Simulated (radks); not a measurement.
Values are calculated unless marked as measured or tabulated.
Question: Radial electron density D(r) = 4 pi r^2 rho(r) of an atom or ion with 44 electrons. Level of theory: non-relativistic Kohn-Sham, PBEsol, spin-polarised, spherical densities, point nucleus (a radial shooting solver on a logarithmic mesh with Libxc functionals).

```
   r/bohr * D(r) (the largest magnitude, 79.1, reaches the edge; | marks zero)
 0.003731 |      *
  0.00424 |        *
 0.004819 |         *
 0.005521 |            *
 0.006275 |              *
 0.007132 |                 *
 0.008106 |                    *
 0.009287 |                        *
  0.01056 |                            *
    0.012 |                               *
  0.01363 |                                   *
   0.0155 |                                      *
  0.01775 |                                        *
  0.02018 |                                         *
  0.02293 |                                          *
  0.02607 |                                         *
  0.02963 |                                        *
  0.03394 |                                      *
  0.03858 |                                     *
  0.04384 |                                    *
  0.04983 |                                     *
  0.05664 |                                        *
  0.06489 |                                            *
  0.07375 |                                                 *
  0.08382 |                                                    *
  0.09526 |                                                      *
   0.1083 |                                                     *
    0.124 |                                                *
    0.141 |                                           *
   0.1602 |                                       *
   0.1821 |                                     *
    0.207 |                                       *
   0.2371 |                                          *
   0.2695 |                                            *
   0.3063 |                                           *
   0.3482 |                                     *
   0.3957 |                             *
   0.4533 |                    *
   0.5152 |              *
   0.5856 |            *
   0.6656 |             *
   0.7625 |              *
   0.8667 |              *
    0.985 |            *
    1.119 |         *
    1.272 |      *
    1.458 |   *
    1.657 | *
    1.883 |*
     2.14 *
    2.432 *
    2.787 *
    3.167 *
      3.6 *
```

What is the nuclear charge?

Answer: Z = 49. The innermost maximum, from 1s, lies near 1/Z = 0.0204 bohr (found: 0.0226), and its height grows with Z. The density is that of the indium ion In5+ in [Kr] 4d8; the configuration itself is not fixed sharply by these data, and Z only to a few units. D(r) has 4 maxima, at r = 0.0226, 0.0960, 0.276, 0.806 bohr, and minima at 0.0428, 0.182, 0.600 bohr, inside which lie 2.01, 11.26, 28.97 electrons.
